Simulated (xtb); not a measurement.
xtb input (GFN1-xTB):

```bash
xtb mol.xyz --gfn 1 --sp --chrg -1 --uhf 0
```
mol.xyz:
```
8

Br     2.28972257    -0.57978205    -0.19901767
C      0.36654220    -0.24149583    -0.02850457
C     -0.55900545    -1.32832196     0.08174947
C     -1.90393595    -1.04502257     0.19993954
Se    -1.97719115     0.88898350     0.16309177
C     -0.10280305     1.02817140    -0.01367405
H     -0.19072496    -2.35067604     0.07070096
H      0.47014730     1.93762248    -0.08726503
```

Output:

```
           -------------------------------------------------
          |                Calculation Setup                |
           -------------------------------------------------

           -------------------------------------------------
          |                 G F N 1 - x T B                 |
           -------------------------------------------------

        Reference                      10.1021/acs.jctc.7b00118
      * Hamiltonian:
        H0-scaling (s, p, d)           1.850000    2.250000    2.000000
        zeta-weighting                 0.000000
      * Dispersion:
        s8                             2.400000
        a1                             0.630000
        a2                             5.000000
        s9                             0.000000
      * Repulsion:
        kExp                           1.500000
        rExp                           1.000000
      * Coulomb:
        alpha                          2.000000
        third order                    atomic
        anisotropic                    false
      * Halogen bond correction:
        rad-scale                      1.300000
        damping                        0.440000

          ...................................................
          :                      SETUP                      :
          :.................................................:
          :  # basis functions                  40          :
          :  # atomic orbitals                  38          :
          :  # shells                           18          :
          :  # electrons                        32          :
          :  # halogen bonds                     0          :
          :  max. iterations                   250          :
          :  Hamiltonian                  GFN1-xTB          :
          :  restarted?                      false          :
          :  GBSA solvation                  false          :
          :  PC potential                    false          :
          :  electronic temp.          300.0000000     K    :
          :  accuracy                    1.0000000          :
          :  -> integral cutoff          0.2500000E+02      :
          :  -> integral neglect         0.1000000E-07      :
          :  -> SCF convergence          0.1000000E-05 Eh   :
          :  -> wf. convergence          0.2000000E-04 e    :
          :  Broyden damping             0.4000000          :
          :  net charge                         -1          :
          :  unpaired electrons                  0          :
          ...................................................

 iter      E             dE          RMSdq      gap      omega  full diag
   1    -16.6619615 -0.166620E+02  0.110E+01    0.70       0.0  T
   2    -16.8890521 -0.227091E+00  0.545E+00    1.28       1.0  T
   3    -16.9793140 -0.902619E-01  0.362E+00    2.79       1.0  T
   4    -17.0241269 -0.448128E-01  0.705E-01    2.85       1.0  T
   5    -17.0254600 -0.133313E-02  0.173E-01    2.76       1.0  T
   6    -17.0253711  0.889263E-04  0.125E-01    2.76       1.0  T
   7    -17.0254848 -0.113728E-03  0.730E-02    2.75       1.0  T
   8    -17.0255130 -0.282239E-04  0.399E-02    2.76       1.0  T
   9    -17.0255280 -0.149203E-04  0.119E-02    2.76       3.0  T
  10    -17.0255296 -0.168022E-05  0.676E-04    2.76      52.3  T
  11    -17.0255296 -0.545358E-08  0.113E-04    2.76     313.8  T
  12    -17.0255296 -0.475460E-10  0.489E-05    2.76     722.7  T

   *** convergence criteria satisfied after 12 iterations ***

         #    Occupation            Energy/Eh            Energy/eV
      -------------------------------------------------------------
         1        2.0000           -0.6628727             -18.0377
       ...           ...                  ...                  ...
        10        2.0000           -0.2491499              -6.7797
        11        2.0000           -0.2271088              -6.1799
        12        2.0000           -0.2247733              -6.1164
        13        2.0000           -0.2144318              -5.8350
        14        2.0000           -0.1742649              -4.7420
        15        2.0000           -0.1691427              -4.6026
        16        2.0000           -0.1350547              -3.6750 (HOMO)
        17                         -0.0336872              -0.9167 (LUMO)
        18                         -0.0259397              -0.7059
        19                          0.0274813               0.7478
        20                          0.0347186               0.9447
        21                          0.0728686               1.9829
       ...                                ...                  ...
        38                          0.8514618              23.1695
      -------------------------------------------------------------
                  HL-Gap            0.1013675 Eh            2.7583 eV
             Fermi-level           -0.0843710 Eh           -2.2959 eV

 SCC (total)                   0 d,  0 h,  0 min,  0.022 sec
 SCC setup                      ...        0 min,  0.000 sec (  0.401%)
 Dispersion                     ...        0 min,  0.000 sec (  0.179%)
 classical contributions        ...        0 min,  0.000 sec (  0.066%)
 integral evaluation            ...        0 min,  0.005 sec ( 24.861%)
 iterations                     ...        0 min,  0.012 sec ( 52.498%)
 molecular gradient             ...        0 min,  0.005 sec ( 21.401%)
 printout                       ...        0 min,  0.000 sec (  0.536%)

         :::::::::::::::::::::::::::::::::::::::::::::::::::::
         ::                     SUMMARY                     ::
         :::::::::::::::::::::::::::::::::::::::::::::::::::::
         :: total energy             -16.875966587870 Eh    ::
         :: gradient norm              0.046658257005 Eh/a0 ::
         :: HOMO-LUMO gap              2.758348975725 eV    ::
         ::.................................................::
         :: SCC energy               -17.025529645064 Eh    ::
         :: -> electrostatic           0.120236735799 Eh    ::
         :: repulsion energy           0.153750581419 Eh    ::
         :: dispersion energy         -0.004187524225 Eh    ::
         :: halogen bond corr.         0.000000000000 Eh    ::
         :: add. restraining           0.000000000000 Eh    ::
         :: total charge              -1.000000000000 e     ::
         :::::::::::::::::::::::::::::::::::::::::::::::::::::

           -------------------------------------------------
          |                Property Printout                |
           -------------------------------------------------

    * Orbital Energies and Occupations

         #    Occupation            Energy/Eh            Energy/eV
      -------------------------------------------------------------
         1        2.0000           -0.6628727             -18.0377
       ...           ...                  ...                  ...
         4        2.0000           -0.3987974             -10.8518
         5        2.0000           -0.3556898              -9.6788
         6        2.0000           -0.3367696              -9.1640
         7        2.0000           -0.3072777              -8.3615
         8        2.0000           -0.2836891              -7.7196
         9        2.0000           -0.2725440              -7.4163
        10        2.0000           -0.2491499              -6.7797
        11        2.0000           -0.2271088              -6.1799
        12        2.0000           -0.2247733              -6.1164
        13        2.0000           -0.2144318              -5.8350
        14        2.0000           -0.1742649              -4.7420
        15        2.0000           -0.1691427              -4.6026
Note: The following floating-point exceptions are signalling: IEEE_DENORMAL
normal termination of xtb
        16        2.0000           -0.1350547              -3.6750 (HOMO)
        17                         -0.0336872              -0.9167 (LUMO)
        18                         -0.0259397              -0.7059
        19                          0.0274813               0.7478
        20                          0.0347186               0.9447
        21                          0.0728686               1.9829
        22                          0.1014185               2.7597
        23                          0.1181736               3.2157
        24                          0.1242627               3.3814
        25                          0.1332641               3.6263
        26                          0.1477056               4.0193
        27                          0.1716388               4.6705
       ...                                ...                  ...
        38                          0.8514618              23.1695
      -------------------------------------------------------------
                  HL-Gap            0.1013675 Eh            2.7583 eV
             Fermi-level           -0.0843710 Eh           -2.2959 eV

  Mulliken/CM5 charges         n(s)   n(p)   n(d)
     1Br   -0.21405 -0.20113   1.959  5.230  0.025
     2C     0.01489 -0.00442   1.136  2.849  0.000
     3C    -0.07973 -0.12988   1.044  3.036  0.000
     4C    -0.44961 -0.45775   1.445  3.004  0.000
     5Se   -0.01495 -0.00612   1.950  4.067 -0.002
     6C    -0.16722 -0.22310   1.076  3.092  0.000
     7H    -0.05697 -0.00108   1.057  0.000  0.000
     8H    -0.03237  0.02349   1.032  0.000  0.000

Wiberg/Mayer (AO) data.
largest (>0.10) Wiberg bond orders for each atom

 ---------------------------------------------------------------------------
     #   Z sym  total        # sym  WBO       # sym  WBO       # sym  WBO
 ---------------------------------------------------------------------------
     1  35 Br   1.088 --     2 C    0.922
     2   6 C    3.915 --     6 C    1.647     3 C    1.234     1 Br   0.922
     3   6 C    3.969 --     4 C    1.678     2 C    1.234     7 H    0.972
     4   6 C    3.083 --     3 C    1.678     5 Se   1.152     6 C    0.155
     5  34 Se   2.410 --     4 C    1.152     6 C    1.081
     6   6 C    3.955 --     2 C    1.647     5 Se   1.081     8 H    0.989
                             4 C    0.155
     7   1 H    1.032 --     3 C    0.972
     8   1 H    1.014 --     6 C    0.989
 ---------------------------------------------------------------------------

Topologies differ in total number of bonds
Writing topology from bond orders to xtbtopo.mol

 dipole moment from electron density (au)
     X       Y       Z
   1.5338   1.5229  -0.1764  total (Debye):    5.512

           -------------------------------------------------
          | TOTAL ENERGY              -16.875966587870 Eh   |
          | GRADIENT NORM               0.046658257005 Eh/α |
          | HOMO-LUMO GAP               2.758348975725 eV   |
           -------------------------------------------------

------------------------------------------------------------------------
------------------------------------------------------------------------
 total:
 SCF:
```

It need not be the lowest isomer of its formula. Whether it binds its extra electron was not tested at this geometry.
